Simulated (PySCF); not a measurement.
**C₆ coefficients of unlike pairs at PBE**

Calculated with PySCF 2.14 from the dipole response of each species, C₆(A,B) = (3/π) ∫ α_A(iu) α_B(iu) du, in atomic units, from isotropic polarisabilities. For ions this is the dispersion term alone; charge-induced terms of lower order in 1/R come first.

```json
{"species": "Pb²⁺", "configuration": "[Xe] 4f14 5d10 6s2 (1S)", "basis": "aug-cc-pVQZ-PP with one added diffuse shell each of s, p, d, f, g type with ECP60MDF (8s8p6d4f3g)", "relativity": "core potential", "α (bohr³)": "13.32", "C₆ (like pair)": "90.40"}
{"species": "Pt³⁺", "configuration": "[Xe] 4f14 5d7 (4F)", "basis": "x2c-TZVPPall with one added diffuse shell each of s, p, d, f type (12s8p8d4f1g)", "relativity": "spin-free X2C", "α (bohr³)": "6.495", "C₆ (like pair)": "37.12"}
{"species": "F³⁺", "configuration": "[He] 2s2 2p2 (3P)", "basis": "aug-cc-pVDZ (4s3p2d)", "relativity": "none", "α (bohr³)": "0.9389", "C₆ (like pair)": "0.8338"}
{"species": "Bi³⁺", "configuration": "[Xe] 4f14 5d10 6s2 (1S)", "basis": "aug-cc-pV5Z-PP with ECP60MDF (8s8p6d4f3g2h)", "relativity": "core potential", "α (bohr³)": "9.620", "C₆ (like pair)": "57.72"}
```

Question: Estimate C₆ for Pt³⁺ with Pb²⁺.

Answer: The integral gives 56.62. The combination rule 2 C_A C_B / (C_A α_B/α_A + C_B α_A/α_B) gives 55.83 and the geometric mean 57.93.

No spin-orbit coupling is included.

The other pairs:

```
      pair     C₆
Bi³⁺, Pt³⁺  45.91
Bi³⁺, Pb²⁺  71.94
 F³⁺, Pt³⁺  5.555
 Bi³⁺, F³⁺  6.843
 F³⁺, Pb²⁺  8.409
```
